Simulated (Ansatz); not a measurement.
Reaction R1 → P1 + P2, each structure at its B3LYP-D3(BJ)/def2-TZVP stationary point, reached from a drawn start (curvature not checked).
R1, SiCl4 (SMILES Cl[Si](Cl)(Cl)Cl) (charge 0, multiplicity 1, Z-matrix in Å and degrees):
```
Si
Cl 1 2.0325
Cl 1 2.0325 2 109.47
Cl 1 2.0325 2 109.47 3 -120.00
Cl 1 2.0325 2 109.47 3 120.00
```
P1: Cl3Si (SMILES Cl[Si](Cl)Cl), charge 0, multiplicity 2.
P2: Cl atom, charge 0, multiplicity 2.

P less R. No zero-point or thermal terms; singlets are restricted closed shells; open shells are unrestricted; no spin–orbit coupling.

Programs: Ansatz (a program for electronic structure) with Gaussian orbitals. Each number belongs to the level named beside it.

Problem. One of these levels gives 4.349 eV for the reaction energy. Which one is it?
(A) HF/cc-pV(Q+d)Z
(B) SVWN5/def2-TZVPP
(C) revPBE/def2-TZVPP

Solution. C, revPBE/def2-TZVPP. The others give 3.563 (HF/cc-pV(Q+d)Z), 5.287 (SVWN5/def2-TZVPP)
